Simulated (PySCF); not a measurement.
**Electron correlation in Bi³⁺ (bismuth, charge +3)**

[Xe] 4f14 5d10 6s2, closed-shell 1S. Calculation: PySCF 2.14, in cc-pVTZ-PP with ECP60MDF (5s4p3d1f, 39 functions); a scalar-relativistic core potential. Frozen: 5s2 5p6 5d10; 2 electrons correlated.

Total MP2 correlation energy: -20.57 mhartree.

Same-spin part 0.00 and opposite-spin part -20.57 mhartree; SCS-MP2 scales them by 1/3 and 6/5 to -24.68 mhartree.

With two correlated electrons CCSD is exact within the correlated space (frozen core and kept virtual orbitals).

```
level  correlation energy (mhartree)
 CCSD                         -27.11
```

Diagnostics: T1 = 0.0016, D1 = 0.0023, largest double amplitude 0.075.

Task: Is a single reference adequate?

Result: Mostly. T1 lies below 0.03, but a double amplitude of this size points to a near-degeneracy that CCSD handles and MP2 describes poorly.
